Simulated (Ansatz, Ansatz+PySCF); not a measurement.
```xyz
3

N     0.0142    0.1920    0.2001
O     0.6105   -0.8174    0.3708
O    -0.6280    0.6349   -0.5636
```

Basis set: def2-SVP (spherical functions). Correlated methods keep 3 orbitals frozen. Charge 0, multiplicity 2.

Computed with Ansatz (development build ahead of 0.2.0); each method stands on the lowest determinant of its kind that the runs found.

Problem. Give the atomization energy at this shape (free ground-state atoms in the same class of orbitals less the molecule, no zero-point energy) of doublet NO₂ by UHF-MP2, UHF.

Solution.

| method | atomization energy |
| --- | --- |
| UHF-MP2 | 8.99 eV |
| UHF | 2.28 eV |

Caution: the shape is not the minimum. Caution for UHF-MP2: MP2 forces lie far from those of the mean fields.
